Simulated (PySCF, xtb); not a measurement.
C₁₂H₁₀, SMILES C1C=CC=CC(=C2C=CC=C2)C=1.

GFN2-xTB run with xtb at its own geometry gives an orbital gap of 1.60 eV and a dipole moment of 3.62 D.

Geometry optimised at PBE-D3(BJ)/def2-SVP.

What does PySCF with HF/def2-SVP give? (An estimate is asked for; the answer gives what the named calculation found.)

gap 7.89 eV (levels -6.91 and 0.98 eV), dipole 3.70 D.
